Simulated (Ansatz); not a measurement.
**Scan of the H5–C1–S2–Ge3 dihedral angle**

CH3FGeS (SMILES C[S][Ge][F]), closed shell, at its PBE0-D4/def2-TZVP minimum:

```xyz
7
angstrom
C -0.6055 0.4392 0.5055
S -0.8871 -0.7298 -0.8504
Ge 1.1201 -1.3691 -1.5660
F 2.1183 -0.4198 -0.4560
H -1.0684 1.3893 0.2422
H -1.0767 0.0436 1.4043
H 0.4604 0.5787 0.6748
```

The dihedral angle H5–C1–S2–Ge3 (120.8° at the minimum) is set to the values below, with the rest relaxed at PBE0-D4/def2-TZVP at each step (the four atoms are held in place, so their three bonds and two angles keep the values of the minimum). Each method's energies count from its own value at the PBE0-D4 minimum structure. Ansatz 0.2.0; basis: def2-TZVPP; cores frozen in the correlated methods. Filled d shells of the heavier atoms are correlated. The def2 sets are not built for correlating such inner shells, so the correlated values are less sure here. B3LYP uses VWN-RPA correlation.

CCSD(T) energies along the scan:
```
dihedral angle (°)  CCSD(T) (kcal/mol)
            -179.7               0.425
            -166.3               0.372
            -153.0               0.249
            -139.7               0.105
            -126.3               0.010
             127.0               0.013
             140.3               0.112
             153.7               0.257
             167.0               0.377
```
They count from the CCSD(T) energy at the PBE0-D4 minimum.

Largest difference from the CCSD(T) curve over the scan: r2SCAN-D4 0.033; B3LYP-D4 0.045; wB97M-V 0.044; HF 0.491 kcal/mol. Each curve counts from its own value at the minimum.

T1 diagnostic: at most 0.015.

For scale, one of the runs: CCSD(T)/def2-TZVPP, 194 basis functions (an equivalent command: `ansatz run in.yaml --threads 4`). Hardware: 4 CPU threads, shared host. Wall time 100 s; peak host memory 2.2 GiB.
